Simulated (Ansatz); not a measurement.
Isolated molecules relaxed with PBE0-D4/def2-TZVP in Ansatz; ΔE leaves out vibrations. CBS: MP2 limit from def2 TZ/QZ plus the TZ coupled-cluster correction, frozen cores. This one scheme is used for every species. Functionals use def2-TZVPP. Each species was taken in one conformer, which may not be the lowest.

Consider the ligand exchange at a B–O bond: `C[SiH2]BO` + `[NH2][AlH2]` → `C[SiH2]B[NH][AlH2]` + H₂O.

```tsv
level	ΔE (kJ/mol)
PBE-D4	20.4
PBE0-D4	18.3
ωB97M-V	23.0
PBE0	24.1
HF/def2-TZVPP	34.4
SCS-MP2/def2-TZVPP	22.0
CCSD(T)/def2-TZVPP	19.9
SCS-MP2/def2-QZVPP	20.9
```

Problem. What does CCSD(T)/CBS give? (Estimate.)

Solution. The calculation gave: +17.5 kJ/mol. The listed levels differ from it by 2.9, 0.8, 5.5, 6.6, 16.9, 4.5, 2.4, 3.4 kJ/mol.

Largest T1 diagnostic among the species: 0.013.

In def2-TZVPP, CCSD(T) changes the Hartree–Fock value by −14.5 kJ/mol (the triples alone add −2.2 kJ/mol) and MP2 by −16.5 kJ/mol. The D4 term adds −10.0 kJ/mol with B3LYP and −5.8 kJ/mol with PBE0; it sums over pairs of atoms, weighted by their polarisabilities, and B3LYP, whose exchange is more repulsive, gets the larger term.

B3LYP here is the variant with VWN-RPA as its local correlation; programs differ in this.
